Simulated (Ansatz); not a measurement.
`CS[SiH](C)Cl` → `[CH3]`• + `C[SiH]([S])Cl`•  (homolysis of the C–S bond)

Calculated with Ansatz (gas phase, PBE0-D4/def2-TZVP geometries, no zero-point term in ΔE). CCSD(T)/CBS adds triple-zeta CCSD(T) − MP2 to the extrapolated MP2 energy (def2 sets, frozen cores). This one scheme is used for every species. DFT in def2-TZVPP. B3LYP here is the variant with VWN-RPA as its local correlation; programs differ in this. HSE06 is defined as in plane-wave codes. Open shells (•) are unrestricted, without spin–orbit coupling. One conformer a species, not always the lowest.

```
             level  ΔE (kcal/mol)  difference from CCSD(T)/CBS
       LDA (SPW92)           95.2                         15.5
           BLYP-D4           74.4                         -5.3
            B97M-V           77.4                         -2.3
          B3LYP-D4           74.8                         -4.9
        r2SCAN0-D4           72.7                         -7.0
      CAM-B3LYP-D4           75.2                         -4.5
           ωB97M-V           79.9                          0.2
              BLYP           69.7                        -10.0
            r2SCAN           72.9                         -6.8
             B3LYP           71.3                         -8.4
             HSE06           76.5                         -3.2
             BHLYP           69.0                        -10.7
       HF/def2-SVP           45.7                        -34.0
    MP2/def2-TZVPP           82.0                          2.3
     HF/def2-QZVPP           45.6                        -34.1
SCS-MP2/def2-QZVPP           81.3                          1.6
       CCSD(T)/CBS           79.7                            0
```

Largest T1 diagnostic among the species: 0.012.

From r2SCAN to r2SCAN0 (25 % exact exchange), in def2-TZVPP and without D4, ΔE moves by −1.0 kcal/mol: exact exchange takes away binding that semilocal exchange gives to molecules. At CCSD(T), def2-SVP lies −6.6 kcal/mol from the extrapolated value and def2-TZVPP −3.3 kcal/mol: correlation converges slowly with the basis, and small sets miss more of it in the bonded molecule than in its fragments. In def2-TZVPP, CCSD(T) changes the Hartree–Fock value by +30.8 kcal/mol (the triples alone add +3.3 kcal/mol) and MP2 by +36.4 kcal/mol; breaking electron pairs costs correlation energy, which Hartree–Fock lacks.

CCSD(T)/CBS has its own doubt, a few kJ/mol and more with outer-core shells, so smaller differences from it don't rank the levels.
